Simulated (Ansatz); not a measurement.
Reaction (hydrogenolysis of a C–F bond): `FC(F)(F)CBr` + H₂ → `FC(F)CBr` + H–F

Isolated molecules relaxed with PBE0-D4/def2-TZVP in Ansatz; ΔE leaves out vibrations. CCSD(T)/CBS is the MP2 limit (def2-TZVPP, def2-QZVPP) plus CCSD(T) − MP2 in def2-TZVPP, frozen cores. This one scheme is used for every species. Functionals use def2-TZVPP. B3LYP here is the variant with VWN-RPA as its local correlation; programs differ in this. For Br outer-core shells are correlated without core-valence functions, which leaves a few kJ/mol of doubt a bond. Scalar relativity is left out up to krypton. Each species was taken in one conformer, which may not be the lowest.

Question: Is it downhill or uphill in electronic energy at CCSD(T)/CBS, and by how much? (Best estimate.)

Answer: Computed: Downhill: ΔE = -0.52 eV.

Question: What do these levels give: B3LYP-D4, ωB97M-V, MP2/def2-TZVPP, SCS-MP2/def2-TZVPP, CCSD/def2-TZVPP, MP2/def2-QZVPP? (An estimate is asked.)

Answer: Ansatz gave: B3LYP-D4 -0.44, ωB97M-V -0.37, MP2/def2-TZVPP -0.50, SCS-MP2/def2-TZVPP -0.50, CCSD/def2-TZVPP -0.49, MP2/def2-QZVPP -0.54 eV.

Largest T1 diagnostic among the species: 0.010.

From PBE to PBE0 (25 % exact exchange), in def2-TZVPP and without D4, ΔE moves by −0.04 eV.
